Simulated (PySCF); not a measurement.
Molecule: `C(CCC)CCO`, C₆H₁₄O.

Molfile (atoms numbered from 1):
```
C6H14O
     RDKit          3D

 21 20  0  0  0  0  0  0  0  0999 V2000
   -3.4844   -0.0392    0.1763 C   0  0  0  0  0  0  0  0  0  0  0  0
   -2.1256    0.5443   -0.1763 C   0  0  0  0  0  0  0  0  0  0  0  0
   -0.9618   -0.3619    0.2005 C   0  0  0  0  0  0  0  0  0  0  0  0
    0.4029    0.2138   -0.1487 C   0  0  0  0  0  0  0  0  0  0  0  0
    1.5641   -0.6929    0.2292 C   0  0  0  0  0  0  0  0  0  0  0  0
    2.9264   -0.1126   -0.1120 C   0  0  0  0  0  0  0  0  0  0  0  0
    3.9878   -0.9790    0.1848 O   0  0  0  0  0  0  0  0  0  0  0  0
   -3.5695   -0.2280    1.2587 H   0  0  0  0  0  0  0  0  0  0  0  0
   -4.3050    0.6366   -0.1084 H   0  0  0  0  0  0  0  0  0  0  0  0
   -3.6516   -0.9999   -0.3370 H   0  0  0  0  0  0  0  0  0  0  0  0
   -2.0824    0.7571   -1.2593 H   0  0  0  0  0  0  0  0  0  0  0  0
   -1.9996    1.5214    0.3230 H   0  0  0  0  0  0  0  0  0  0  0  0
   -1.0838   -1.3405   -0.2985 H   0  0  0  0  0  0  0  0  0  0  0  0
   -1.0018   -0.5754    1.2845 H   0  0  0  0  0  0  0  0  0  0  0  0
    0.4421    0.4252   -1.2328 H   0  0  0  0  0  0  0  0  0  0  0  0
    0.5227    1.1933    0.3494 H   0  0  0  0  0  0  0  0  0  0  0  0
    1.4669   -1.6705   -0.2736 H   0  0  0  0  0  0  0  0  0  0  0  0
    1.5260   -0.9030    1.3152 H   0  0  0  0  0  0  0  0  0  0  0  0
    2.9827    0.0860   -1.1951 H   0  0  0  0  0  0  0  0  0  0  0  0
    3.0454    0.8714    0.3888 H   0  0  0  0  0  0  0  0  0  0  0  0
    3.9568   -1.1699    1.1279 H   0  0  0  0  0  0  0  0  0  0  0  0
  1  2  1  0
  2  3  1  0
  3  4  1  0
  4  5  1  0
  5  6  1  0
  6  7  1  0
  1  8  1  0
  1  9  1  0
  1 10  1  0
  2 11  1  0
  2 12  1  0
  3 13  1  0
  3 14  1  0
  4 15  1  0
  4 16  1  0
  5 17  1  0
  5 18  1  0
  6 19  1  0
  6 20  1  0
  7 21  1  0
M  END
```

Geometry PBE0-D3(BJ)/def2-SVP throughout; GIAO in PySCF 2.14, gas phase, one conformer, non-relativistic; equivalent atoms averaged; basis pcSseg-1.

For orientation, mPW1PW91 gives these absolute shieldings σ: C6 117.0, C3 147.5, C4 154.7, C2 156.5, C1 166.8, H19/H20 27.81, H17/H18 30.01, H11/H12 30.14, H8/H9/H10 30.31 ppm.

A run gave: C6 117.8, C3 148.0, C4 155.4, C2 157.3, C1 167.8, H19/H20 27.74, H17/H18 29.96, H11/H12 30.08, H8/H9/H10 30.26 ppm (absolute shieldings σ).

Q: Which functional was used in that run?
A. PBE0
B. B97-D
C. CAM-B3LYP
D. PBE
E. B3LYP

A: A. C6 tells them apart best: PBE0 gives 117.8, PBE gives 109.9, B97-D gives 110.1, CAM-B3LYP gives 114.8, B3LYP gives 110.3 ppm.
